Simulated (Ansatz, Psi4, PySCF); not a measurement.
C₂H₃O₂ (SMILES [CH2-]C(=O)O), charge -1, singlet, at a GFN2-xTB geometry. Base run: WB97X-V/def2-SVPD (PySCF).

Geometry (Å):
```xyz
7

C      0.1150     0.0520    -0.0530
O      0.2626     1.2167    -0.4956
O     -1.2083    -0.2433     0.4536
H     -1.6862     0.5842     0.3179
C      0.9809    -0.9800     0.0334
H      0.6800    -1.9274     0.4490
H      1.9958    -0.8760    -0.3133
```
Charge -1, spin multiplicity 1.
All else is at PySCF's defaults.

The same geometry, method and basis name were run in Ansatz (a quantum-chemistry and plane-wave program) and Psi4 and PySCF, at each program's defaults and at the settings that a row names. The base is PySCF at its defaults. Differences at the defaults can come from grids, fitting, cores and function types together.

```
code and settings                                                                             ΔE vs base (mEh)  basis functions      E (Eh)  SCF cycles
--------------------------------------------------------------------------------------------  ----------------  ---------------  ----------  ----------
PySCF, defaults (exact integrals, its default grid, spherical functions)                                 0.000              110  -228.25565          11
Psi4, defaults (density fitting with its default set, its default grid, spherical functions)            -0.028              110  -228.25568           9
Ansatz, defaults (factorised integrals, its default grid, spherical functions)                           0.003              110  -228.25565           -
PySCF, density fitting with def2-universal-jkfit                                                        -0.024              110  -228.25567          11
PySCF, fine grid                                                                                        -0.001              110  -228.25565          11
Psi4, exact integrals, spherical functions, fine grid                                                   -0.003              110  -228.25565          12
Ansatz, high accuracy                                                                                   -0.001              110  -228.25565           -
```
